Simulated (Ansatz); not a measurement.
Reaction (homolysis of the C–K bond): `[CH3][K]` → `[CH3]`• + K•

Computed with Ansatz on PBE0-D4/def2-TZVP structures; ΔE is electronic, products minus reactants. CBS: MP2 limit from def2 TZ/QZ plus the TZ coupled-cluster correction, frozen cores. This one scheme is used for every species, atoms too. Functionals use def2-TZVPP. Open shells (•) are unrestricted, without spin–orbit coupling. For K outer-core shells are correlated without core-valence functions, so the limit isn't a true one: a few kJ/mol of doubt a bond, and 10 to 20 or more in all where bonds break to atoms. Scalar relativity is left out up to krypton.

`[CH3][K]`:

Z-matrix (Å, degrees):
```
C
K 1 2.676
H 1 1.098 2 111.7
H 1 1.098 2 111.7 3 -120.0
H 1 1.098 2 111.7 3 120.0
```

`[CH3]`•:

Z-matrix (Å, degrees):
```
C
H 1 1.080
H 1 1.080 2 120.0
H 1 1.080 2 120.0 3 180.0
```

| level | ΔE (kJ/mol) | difference from CCSD(T)/CBS |
| --- | --- | --- |
| BLYP-D4 | 126.9 | -3.6 |
| r2SCANh-D4 | 100.7 | -29.8 |
| CAM-B3LYP-D4 | 114.8 | -15.7 |
| ωB97X-V | 126.7 | -3.8 |
| PBE | 127.2 | -3.3 |
| revPBE | 115.6 | -14.9 |
| PBE0 | 109.1 | -21.4 |
| r2SCANh | 99.9 | -30.6 |
| CAM-B3LYP | 111.8 | -18.7 |
| RPA@PBE/def2-TZVPP | 101.7 | -28.8 |
| CCSD/def2-SVP | 76.2 | -54.3 |
| HF/def2-TZVPP | -15.3 | -145.8 |
| SCS-MP2/def2-TZVPP | 112.2 | -18.3 |
| CCSD(T)/def2-TZVPP | 109.6 | -20.9 |
| HF/CBS(def2) | -11.0 | -141.5 |
| MP2/CBS(def2) | 135.6 | 5.1 |
| CCSD(T)/CBS | 130.5 | 0 |

What do rigid-rotor, harmonic-oscillator terms from PBE0-D4/def2-TZVP frequencies (298.15 K, 1 bar) make of the CCSD(T)/CBS value? (Estimate.)

Ansatz gave: ΔZPE = -5.3 kJ/mol, ΔH = +128.8 kJ/mol, ΔS = 99 J/(mol·K), ΔG = +99.3 kJ/mol. Open shells count their whole term as degenerate.

Largest T1 diagnostic among the species: 0.017.

At CCSD(T), def2-SVP lies −46.8 kJ/mol from the extrapolated value and def2-TZVPP −20.9 kJ/mol: correlation converges slowly with the basis, and small sets miss more of it in the bonded molecule than in its fragments. From BLYP to BHLYP (50 % exact exchange), in def2-TZVPP and without D4, ΔE moves by −30.0 kJ/mol: exact exchange takes away binding that semilocal exchange gives to molecules. Leaving LDA and LC-ωPBE aside and taking each functional with its dispersion term where it has one, the values, not all of them listed here, spread over 37.8 kJ/mol, from BHLYP-D4 to ωB97M-V. LDA lies +38.9 kJ/mol from PBE without D4, its usual overbinding.
